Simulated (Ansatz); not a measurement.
Ga6Sb6⁺. The state is a doublet with charge 1. Geometry PBE-D4/def2-SVP, that of the neutral singlet; atoms count from 1.

```xyz
12

Ga    0.7679    2.5384   -0.4979
Ga   -0.7108    0.5746   -2.5633
Ga    1.2279    0.8020    1.9203
Ga   -0.8249   -2.3026    1.9170
Ga   -1.0972    0.2304    0.2436
Ga   -0.6387   -1.9982   -0.9014
Sb    2.0350    3.2292    1.6603
Sb    1.8685    0.0645   -0.7835
Sb   -1.7871    2.5332   -1.2132
Sb    0.7042   -1.5047   -3.1453
Sb   -1.0866    0.0844    2.9833
Sb   -0.4584   -4.2513    0.3800
```

In the def2 sets Sb takes a core potential; there is no spin–orbit coupling. Single mean-field runs in def2-TZVP are fitted with def2-universal-jkfit.

**Question.** Estimate the Mulliken populations from the PBE0/def2-TZVP orbitals of Ansatz.

**Answer.** 
| atom | charge (e) | spin (α − β) |
| --- | --- | --- |
| Ga1 | 0.15 | -0.08 |
| Ga2 | 0.34 | -0.01 |
| Ga3 | 0.19 | 0.02 |
| Ga4 | 0.21 | -0.02 |
| Ga5 | -0.01 | -0.02 |
| Ga6 | 0.00 | -0.04 |
| Sb7 | 0.08 | 0.79 |
| Sb8 | -0.11 | 0.02 |
| Sb9 | 0.03 | 0.01 |
| Sb10 | 0.09 | 0.12 |
| Sb11 | 0.00 | -0.01 |
| Sb12 | 0.04 | 0.20 |
Mulliken values and Mayer orders depend strongly on the basis.

**Question.** Where does the spin sit?

**Answer.** Summed by element: Ga -0.14, Sb 1.14, of 1 unpaired in all. Largest on single atoms: Sb7 0.79, Sb12 0.20, Sb10 0.12.

**Question.** And the Mayer bond orders between bonded heavy atoms (over 0.3)?

**Answer.** Ga1–Sb7 0.90 (2.60 Å); Ga1–Sb8 0.76 (2.72 Å); Ga1–Sb9 0.88 (2.65 Å); Ga2–Sb9 0.87 (2.61 Å); Ga2–Sb10 0.90 (2.58 Å); Ga3–Sb7 0.99 (2.57 Å); Ga3–Sb8 0.53 (2.87 Å); Ga3–Sb11 0.89 (2.65 Å); Ga4–Sb11 0.88 (2.63 Å); Ga4–Sb12 1.31 (2.51 Å); Ga5–Ga6 0.57 (2.55 Å); Ga5–Sb8 0.39 (3.14 Å); Ga5–Sb9 0.70 (2.81 Å); Ga5–Sb11 0.72 (2.74 Å); Ga6–Sb10 0.80 (2.66 Å); Ga6–Sb12 1.10 (2.60 Å); Sb8–Sb10 0.71 (3.07 Å).
